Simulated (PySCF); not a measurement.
Species: C8H11ClO.
Numbering: `[CH2:1]=[CH:2][C@@:3]1([Cl:4])[CH2:5][CH2:6][C@@H:7]2[O:8][C@@H:9]2[CH2:10]1` (hydrogens: H11, H12 on C1; H13 on C2; H14, H15 on C5; H16, H17 on C6; H18 on C7; H19 on C9; H20, H21 on C10)

The same species was optimised twice, with GFN2-xTB and with PBE0-D3(BJ)/def2-SVP (PySCF), and the same property calculations (PySCF, gas phase) were run on both structures.

| coordinate | GFN2-xTB | PBE0-D3(BJ)/def2-SVP | change |
| --- | --- | --- | --- |
| O8–C9 (Å) | 1.402 | 1.416 | +0.014 |
| C7–O8 (Å) | 1.398 | 1.412 | +0.014 |
| C1=C2 (Å) | 1.320 | 1.333 | +0.013 |
| C3–Cl4 (Å) | 1.818 | 1.827 | +0.009 |
| C6–C7 (Å) | 1.511 | 1.504 | -0.007 |
| C9–C10 (Å) | 1.518 | 1.514 | -0.004 |
| C2–C3 (Å) | 1.497 | 1.502 | +0.005 |
| C5–C6 (Å) | 1.529 | 1.526 | -0.003 |
| C7–C9 (Å) | 1.467 | 1.469 | +0.002 |
| C3–C5 (Å) | 1.529 | 1.530 | +0.001 |
| C3–C10 (Å) | 1.526 | 1.525 | -0.001 |
| C6–C7–O8 (°) | 118.3 | 116.5 | -1.8 |
| O8–C9–C10 (°) | 117.2 | 115.8 | -1.4 |
| C3–C5–C6 (°) | 109.6 | 110.8 | +1.2 |
| C3–C10–C9 (°) | 111.7 | 112.8 | +1.1 |
| C5–C3–C10 (°) | 109.6 | 110.6 | +1.0 |
| C5–C6–C7 (°) | 111.4 | 112.2 | +0.8 |
| C2–C3–C10 (°) | 115.5 | 114.8 | -0.7 |
| C7–O8–C9 (°) | 63.2 | 62.6 | -0.6 |
| C1–C2–C3–Cl4 (°) | 119 | 123 | +4 |

Rotational constants: A = 1780, B = 928.5, C = 842.4 MHz (GFN2-xTB) against A = 1748, B = 930.3, C = 836.9 MHz (PBE0-D3(BJ)/def2-SVP). Point groups within 0.08 Å: C1 and C1.

On the GFN2-xTB structure: HOMO (eV) -7.84 [PBE0/pcSseg-1]; LUMO (eV) -0.43 [PBE0/pcSseg-1]; dipole (D) 2.69 [PBE0/pcSseg-1]; GIAO shielding of C1 (ppm) 67.1 [PBE0/pcSseg-1]; GIAO shielding of C2 (ppm) 35.9 [PBE0/pcSseg-1]; GIAO shielding of C3 (ppm) 115.4 [PBE0/pcSseg-1]; GIAO shielding of Cl4 (ppm) 645.9 [PBE0/pcSseg-1]; GIAO shielding of C5 (ppm) 150.5 [PBE0/pcSseg-1]; GIAO shielding of C6 (ppm) 158.9 [PBE0/pcSseg-1]; GIAO shielding of C7 (ppm) 137.6 [PBE0/pcSseg-1]; GIAO shielding of O8 (ppm) 302.6 [PBE0/pcSseg-1].

Question: What do these properties become on the PBE0-D3(BJ)/def2-SVP structure?

Answer: 
| property | level | on GFN2-xTB | on PBE0-D3(BJ)/def2-SVP | change |
| --- | --- | --- | --- | --- |
| HOMO (eV) | PBE0/pcSseg-1 | -7.84 | -7.83 | +0.01 |
| LUMO (eV) | PBE0/pcSseg-1 | -0.43 | -0.49 | -0.06 |
| dipole (D) | PBE0/pcSseg-1 | 2.69 | 2.82 | +0.13 |
| energy, GFN2-xTB geometry as zero (kcal/mol) | PBE0/pcSseg-1 | 0.0 | -0.9 | -0.9 |
| GIAO shielding of C1 (ppm) | PBE0/pcSseg-1 | 67.1 | 63.8 | -3.3 |
| GIAO shielding of C2 (ppm) | PBE0/pcSseg-1 | 35.9 | 32.5 | -3.4 |
| GIAO shielding of C3 (ppm) | PBE0/pcSseg-1 | 115.4 | 113.5 | -1.9 |
| GIAO shielding of Cl4 (ppm) | PBE0/pcSseg-1 | 645.9 | 635.4 | -10.5 |
| GIAO shielding of C5 (ppm) | PBE0/pcSseg-1 | 150.5 | 149.4 | -1.1 |
| GIAO shielding of C6 (ppm) | PBE0/pcSseg-1 | 158.9 | 158.5 | -0.4 |
| GIAO shielding of C7 (ppm) | PBE0/pcSseg-1 | 137.6 | 134.9 | -2.7 |
| GIAO shielding of O8 (ppm) | PBE0/pcSseg-1 | 302.6 | 295.3 | -7.3 |

The heavy atoms differ by 0.036 Å rms after alignment. Among bonds between heavy atoms C1=C2, C7–O8 and O8–C9 change most and about equally (+0.013 to +0.014 Å). Changes are differences of the printed values. Neither structure is proved a minimum here.
